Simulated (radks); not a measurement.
Cs L, configuration [He] 2s2 2p2 (the NIST ground configuration). Method: Dirac Kohn-Sham, PBE, spin-unpolarised, spherical densities, finite nucleus; open shells fill j = l - 1/2 first; Fermi nuclear charge, rms radius 4.8041 fm; computed with a radial shooting solver on a logarithmic mesh with Libxc functionals.

Unscreened Slater integrals over Kohn-Sham orbitals (eV). Large and small components are both included. Empty in this configuration: 2p3/2.

| integral | value |
|---|---|
| F0(2p1/2,2p1/2) | 277.83 |
| F0(2p1/2,2s1/2) | 248.14 |
| G1(2p1/2,2s1/2) | 132.68 |
| F0(2p1/2,1s1/2) | 379.09 |
| G1(2p1/2,1s1/2) | 70.611 |
| F0(2p1/2,2p3/2) | 269.36 |
| G2(2p1/2,2p3/2) | 124.00 |
| F0(2s1/2,2s1/2) | 230.17 |
| F0(2s1/2,1s1/2) | 326.87 |
| G0(2s1/2,1s1/2) | 36.195 |
| F0(2s1/2,2p3/2) | 242.34 |
| G1(2s1/2,2p3/2) | 135.44 |
| F0(1s1/2,1s1/2) | 987.13 |
| F0(1s1/2,2p3/2) | 353.54 |
| G1(1s1/2,2p3/2) | 66.142 |
| F0(2p3/2,2p3/2) | 261.80 |
| F2(2p3/2,2p3/2) | 125.58 |
